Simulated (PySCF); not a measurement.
A calculated (wB97X, PySCF 2.14, aug-cc-pCVQZ-DK, the spin-free X2C one-electron Hamiltonian (Gaussian nucleus)) atom or ion has these occupied shells.

```
shell  electrons  orbital energy (eV)  rms radius, mean of both spins (bohr)
 1s α          1              -526.55                                  0.231
 1s β          1              -525.52                                  0.231
 2s α          1              -31.206                                   1.27
 2s β          1              -26.566                                   1.27
 2p α          3              -14.906                                   1.43
 2p β          1              -12.067                                   1.43
```

Question: Name the element and its charge.

Answer: O (oxygen, neutral), in [He] 2s2 2p4, high-spin 3P determinant.
